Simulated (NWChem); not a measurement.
System: C$_{3}$H$_{4}$BFO; SMILES OB1C=C[C@H]1F

The following NWChem deck was run.

```
start job
memory heap 200 mb stack 900 mb global 1100 mb
geometry units angstroms noautosym nocenter noautoz
  O      0.990711     1.768915    -0.132649
  B      0.077922     0.821051     0.149915
  C     -1.437792     0.683951    -0.097882
  C     -1.243750    -0.659135    -0.102142
  C      0.144577    -0.753046     0.480398
  F      1.045104    -1.524698    -0.230950
  H      1.895775     1.466071    -0.001116
  H     -2.336975     1.250990    -0.344526
  H     -1.885972    -1.482660    -0.445026
  H      0.156682    -1.092105     1.530175
end
basis spherical
  * library 6-31g*
end
dft
  xc hfexch
  iterations 150
  mulliken
end
task dft energy
esp
  recalculate
  probe 0.07
  range 0.3
  factor 1.0
  spacing 0.02
end
task esp
```

The geometry was optimised at PBE0/def2-SVP.

Atomic charges in e: unrestrained fits to the electrostatic potential beside Mulliken populations; buried atoms are poorly determined by the fit.

Atoms are numbered as in the input.

Task: What results follow from this input? (Hartree-Fock/6-31G* (spherical d).) Quantities: ESP O1; Mulliken O1; ESP B2; Mulliken B2; ESP C3; Mulliken C3; ESP C4; Mulliken C4; ESP C5; Mulliken C5; relative RMS misfit of the potential (%).

Result: 
```json
{
 "ESP O1": "-0.65",
 "Mulliken O1": "-0.71",
 "ESP B2": "0.50",
 "Mulliken B2": "0.61",
 "ESP C3": "-0.38",
 "Mulliken C3": "-0.36",
 "ESP C4": "0.00",
 "Mulliken C4": "-0.19",
 "ESP C5": "0.15",
 "Mulliken C5": "0.09",
 "relative RMS misfit of the potential (%)": "26"
}
```
